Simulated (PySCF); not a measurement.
Do core-level shifts follow atomic charges?

Compound: C7H13 (charge +1).
Z-matrix (Å and degrees, PBE0-D3(BJ)/def2-SVP geometry), rows numbered from 1:
```
C 
C   1  1.4568
C   2  1.4599  1  120.05
C   3  1.5277  2  117.04  1   156.83
C   4  1.5217  3  111.79  2    40.26
C   5  1.5216  4  110.89  3   -55.41
C   2  1.4598  1  119.85  3  -177.27
H   1  1.0991  2  113.78  3   154.03
H   1  1.0990  2  113.79  3    22.84
H   1  1.1145  2  103.00  3   -91.62
H   3  1.1208  2   99.27  1   -85.05
H   3  1.1028  2  110.84  1    22.63
H   4  1.0987  3  108.85  2   163.80
H   4  1.1024  3  108.21  2   -81.21
H   5  1.0994  4  109.85  3  -177.04
H   5  1.1042  4  110.07  3    66.61
H   6  1.1024  5  110.16  4   -64.61
H   6  1.0987  5  111.48  4   177.76
H   7  1.1027  2  110.87  1   -22.40
H   7  1.1206  2   99.39  1    85.42
```

Binding energies: PySCF, delta-SCF UKS SCAN, pcX-2 on the ionised atom, pcseg-1 elsewhere, spin-free X2C. Charges: PBE0/pcSseg-1 ground-state density, for the ionised atom.

| atom | environment | C 1s (eV) | Mulliken (e) | IAO (e) | Hirshfeld (e) | ESP (e) |
| --- | --- | --- | --- | --- | --- | --- |
| C5 | ring CH2 carbon | 294.79 | -0.249 | -0.262 | -0.056 | -0.092 |
| C4 | ring CH2 carbon | 295.11 | -0.200 | -0.260 | -0.049 | -0.058 |
| C3 | ring CH2 carbon | 296.19 | -0.158 | -0.275 | -0.032 | -0.157 |
| C1 | methyl carbon | 296.34 | -0.150 | -0.431 | -0.067 | -0.542 |

Q: How well does each charge scheme correlate with the binding energies over these sites?

A: Mulliken: r = 0.96, slope 16.3 eV per e; Hirshfeld: r = 0.06, slope 3.1 eV per e; IAO: r = -0.69, slope -6.4 eV per e; ESP: r = -0.74, slope -2.6 eV per e. Mulliken charges have the highest r, on only 4 points.

Q: The point-charge model writes a binding energy as kq + V + constant, with V the potential of the other atoms' charges at the site. What does it give with the ESP charges?

A: V = Σ 14.40 eV Å × q/r over all other atoms: +5.77 eV at C5, +5.62 eV at C4, +9.02 eV at C3, +14.44 eV at C1. Fitting binding energy − V to q gives k = 15.4 eV per e and leaves an rms residual of 0.34 eV, against 0.45 eV for the fit on q alone. The model has no term for differences in relaxation between sites.

The species carries charge +1, so core ionisation leaves charge +2. Geometry: PBE0-D3(BJ)/def2-SVP, one conformer, isolated ion.
